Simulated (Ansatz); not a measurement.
Isolated molecules relaxed with PBE0-D4/def2-TZVP in Ansatz; ΔE leaves out vibrations. CCSD(T)/CBS adds triple-zeta CCSD(T) − MP2 to the extrapolated MP2 energy (def2 sets, frozen cores). This one scheme is used for every species. Functionals use def2-TZVPP. B3LYP here is the variant with VWN-RPA as its local correlation; programs differ in this. For Ga outer-core shells are correlated without core-valence functions, which leaves a few kJ/mol of doubt a bond. Scalar relativity is left out up to krypton. Each species was taken in one conformer, which may not be the lowest.

`BCl` + `[OH][Ga]([Cl])[O][SiH3]` → `B[O][Ga]([Cl])[O][SiH3]` + HCl  (ligand exchange at a B–Cl bond)

`BCl`:

Cartesian coordinates in Å:
```
B 0.073 -0.086 -0.103
Cl -0.753 0.886 1.070
H -0.372 -1.160 -0.356
H 1.053 0.360 -0.611
```

`[OH][Ga]([Cl])[O][SiH3]`:

```xyz
9

O    -2.139   -1.606    1.287
Ga   -1.368   -0.388    0.271
Cl   -2.554    0.905   -0.910
O     0.392   -0.258    0.249
Si    1.524    0.662   -0.500
H    -1.502   -2.134    1.776
H     1.497    0.441   -1.970
H     1.296    2.108   -0.232
H     2.854    0.270    0.031
```

`B[O][Ga]([Cl])[O][SiH3]`:

Z-matrix (Å, degrees):
```
Si
O 1 1.640
H 1 1.487 2 110.7
H 1 1.484 2 107.7 3 -119.5
H 1 1.487 2 110.8 3 121.0
Ga 2 1.752 1 142.7 3 -67.4
O 6 1.787 2 122.5 1 1.4
Cl 6 2.104 2 119.9 1 -178.0
B 7 1.347 6 125.2 2 7.5
H 9 1.207 7 121.1 6 0.9
H 9 1.200 7 117.9 6 -179.2
```

HCl:

Z-matrix (Å, degrees):
```
Cl
H 1 1.279
```

```json
{"level": "PBE-D4", "ΔE (kJ/mol)": "-31.6", "difference from CCSD(T)/CBS": "5.1"}
{"level": "r2SCAN-D4", "ΔE (kJ/mol)": "-34.0", "difference from CCSD(T)/CBS": "2.7"}
{"level": "PBE0-D4", "ΔE (kJ/mol)": "-34.2", "difference from CCSD(T)/CBS": "2.5"}
{"level": "B3LYP-D4", "ΔE (kJ/mol)": "-40.2", "difference from CCSD(T)/CBS": "-3.5"}
{"level": "ωB97X-V", "ΔE (kJ/mol)": "-36.7", "difference from CCSD(T)/CBS": "0.0"}
{"level": "ωB97M-V", "ΔE (kJ/mol)": "-37.7", "difference from CCSD(T)/CBS": "-1.0"}
{"level": "B2PLYP", "ΔE (kJ/mol)": "-36.0", "difference from CCSD(T)/CBS": "0.7"}
{"level": "PBE", "ΔE (kJ/mol)": "-28.2", "difference from CCSD(T)/CBS": "8.5"}
{"level": "r2SCAN", "ΔE (kJ/mol)": "-32.8", "difference from CCSD(T)/CBS": "3.9"}
{"level": "PBE0", "ΔE (kJ/mol)": "-31.0", "difference from CCSD(T)/CBS": "5.7"}
{"level": "B3LYP", "ΔE (kJ/mol)": "-34.9", "difference from CCSD(T)/CBS": "1.8"}
{"level": "HF/def2-TZVPP", "ΔE (kJ/mol)": "-40.7", "difference from CCSD(T)/CBS": "-4.0"}
{"level": "MP2/def2-TZVPP", "ΔE (kJ/mol)": "-36.1", "difference from CCSD(T)/CBS": "0.6"}
{"level": "SCS-MP2/def2-TZVPP", "ΔE (kJ/mol)": "-38.0", "difference from CCSD(T)/CBS": "-1.3"}
{"level": "CCSD/def2-TZVPP", "ΔE (kJ/mol)": "-40.4", "difference from CCSD(T)/CBS": "-3.7"}
{"level": "CCSD(T)/def2-TZVPP", "ΔE (kJ/mol)": "-39.7", "difference from CCSD(T)/CBS": "-3.0"}
{"level": "HF/def2-QZVPP", "ΔE (kJ/mol)": "-41.9", "difference from CCSD(T)/CBS": "-5.2"}
{"level": "MP2/def2-QZVPP", "ΔE (kJ/mol)": "-34.7", "difference from CCSD(T)/CBS": "2.0"}
{"level": "SCS-MP2/def2-QZVPP", "ΔE (kJ/mol)": "-36.7", "difference from CCSD(T)/CBS": "0.0"}
{"level": "HF/CBS(def2)", "ΔE (kJ/mol)": "-42.0", "difference from CCSD(T)/CBS": "-5.3"}
{"level": "MP2/CBS(def2)", "ΔE (kJ/mol)": "-33.0", "difference from CCSD(T)/CBS": "3.7"}
{"level": "CCSD/CBS(def2)", "ΔE (kJ/mol)": "-37.4", "difference from CCSD(T)/CBS": "-0.7"}
{"level": "CCSD(T)/CBS", "ΔE (kJ/mol)": "-36.7", "difference from CCSD(T)/CBS": "0"}
```

Largest T1 diagnostic among the species: 0.014.

The D4 term adds −5.3 kJ/mol with B3LYP and −3.2 kJ/mol with PBE0; it sums over pairs of atoms, weighted by their polarisabilities, and B3LYP, whose exchange is more repulsive, gets the larger term.
